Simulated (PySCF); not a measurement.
Planning an excited-state job on `CC1=C(C(=O)Cl)SC=C1`.

Method: TDDFT CAM-B3LYP/def2-SVPD, vertical, gas phase, core orbitals frozen in the response (PySCF 2.14.0, density-fitted response routines). Geometry: GFN2-xTB. Work: 8 singlets by full TDDFT, 3 Tamm–Dancoff triplets, polarisability, density fitting. The input is one job of a driver script: a line of settings, then coordinates in Å.

Command:
```bash
OMP_NUM_THREADS=1 python probes_run.py task.json out
```

Input:
```
{"job": {"kind": "uv", "xc": "CAM-B3LYP", "basis": "def2-SVPD", "nstates": 8, "ntriplets": 3}, "charge": 0, "multiplicity": 1}
C     -1.012868    -1.449935     0.154401
C      0.071713    -0.443385     0.027204
C      1.444053    -0.750927    -0.017781
C      2.236109     0.353115    -0.138242
S      1.345778     1.807448    -0.201933
C     -0.142023     0.925550    -0.062829
C     -1.415264     1.576795    -0.046577
O     -2.496904     1.082856     0.044038
Cl    -1.266457     3.353703    -0.183668
H     -1.606733    -1.253540     1.045650
H     -1.691437    -1.380096    -0.694203
H     -0.599513    -2.453329     0.207365
H      1.826078    -1.754830     0.037609
H      3.306789     0.386102    -0.193201
```

Hardware: Intel Xeon Platinum 8488C, one thread, no GPU (shared host). PySCF's memory limit was set to 1040 MB.

Question: How large is the basis?

Answer: 237 functions for 82 electrons, with 928 fitting functions; the fitted three-index integrals, 928 × 237 × 238/2 numbers of 8 bytes, come to 200 MiB.

Question: What wall time should be expected on this hardware?

Answer: About 93 s. The SCF took 14 cycles.

Question: How much memory does it need at the peak?

Answer: About 1.1 GiB. Peak memory is the resident size of the whole Python process, interpreter and libraries included.

Question: At this speed, how long would 5000 such jobs take on 8 cores, one job a core?

Answer: 5000/8 gives 625 rounds of 93 s, about 16 h of wall time and 130 core-hours, if the jobs don't slow each other.

Other jobs ran on the host; a repeat could differ by tens of per cent or more.

The run converged: HOMO -8.76 eV, LUMO -1.25 eV; lowest singlet 4.71 eV; lowest triplet 3.10 eV (Tamm–Dancoff); mean polarisability 105.5 au.
